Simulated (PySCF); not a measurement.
## The second ionisation energy along the 5p block

All values are computed (PySCF 2.14, energy differences of UHF-based or UKS calculations, no spin-orbit coupling). Values in eV. The last column holds reference values (NIST; (s) semi-empirical, (t) theoretical, else measured). Unmarked ones compare directly (S terms, centres of terms, or small fine structure); those marked * lie between the lowest fine-structure levels and include a spin-orbit shift.

| element | configurations | LDA | PBE | r2SCAN | SCS-MP2 (valence) | CCSD (valence) | CCSD(T) (valence) | reference |
| --- | --- | --- | --- | --- | --- | --- | --- | --- |
| In (aug-cc-pVTZ-PP with one added diffuse shell each of d, f type with ECP28MDF, ECP) | [Kr] 4d10 5s2 → [Kr] 4d10 5s1 | 19.496 | 19.048 | 18.795 | 17.773 | 17.902 | 17.902 | 18.870 |
| Sn (aug-cc-pVTZ-PP with one added diffuse shell each of d, f type with ECP28MDF, ECP) | [Kr] 4d10 5s2 5p1 → [Kr] 4d10 5s2 | 14.399 | 14.218 | 14.378 | 13.943 | 14.020 | 14.038 | 14.282 |
| Sb (aug-cc-pVTZ-PP with one added diffuse shell each of d, f type with ECP28MDF, ECP) | [Kr] 4d10 5s2 5p2 → [Kr] 4d10 5s2 5p1 | 16.654 | 16.467 | 16.654 | 16.264 | 16.361 | 16.384 | 16.626 ± 0.025 * |
| Te (aug-cc-pVTZ-PP with one added diffuse shell each of d, f type with ECP28MDF, ECP) | [Kr] 4d10 5s2 5p3 → [Kr] 4d10 5s2 5p2 | 18.935 | 18.758 | 19.012 | 18.663 | 18.771 | 18.798 | 18.6 ± 0.4 * |
| I (aug-cc-pVTZ-PP with one added diffuse shell each of d, f type with ECP28MDF, ECP) | [Kr] 4d10 5s2 5p4 → [Kr] 4d10 5s2 5p3 | 19.012 | 18.704 | 18.733 | 18.346 | 18.413 | 18.438 | 18.750 |
| Xe (aug-cc-pVTZ-PP with one added diffuse shell each of d, f type with ECP28MDF, ECP) | [Kr] 4d10 5s2 5p5 → [Kr] 4d10 5s2 5p4 | 21.365 | 21.054 | 21.119 | 20.813 | 20.833 | 20.865 | 20.975 (s) * |

| method | elements | mean error (eV) | mean absolute error (eV) | largest error (eV) |
| --- | --- | --- | --- | --- |
| LDA | 3 | 0.335 | 0.335 | 0.625 |
| PBE | 3 | 0.023 | 0.096 | 0.177 |
| r2SCAN | 3 | 0.002 | 0.063 | 0.096 |
| SCS-MP2 (valence) | 3 | -0.613 | 0.613 | -1.097 |
| CCSD (valence) | 3 | -0.522 | 0.522 | -0.968 |
| CCSD(T) (valence) | 3 | -0.508 | 0.508 | -0.968 |

Errors include the incompleteness of the basis and the frozen core.

"Valence" correlates the outer s and p shells and, in groups 3 to 12 and the f block, the outer d or f shell, open or full, or the next shell where the ion has no valence electron left; the wider scheme adds the next inner shell.
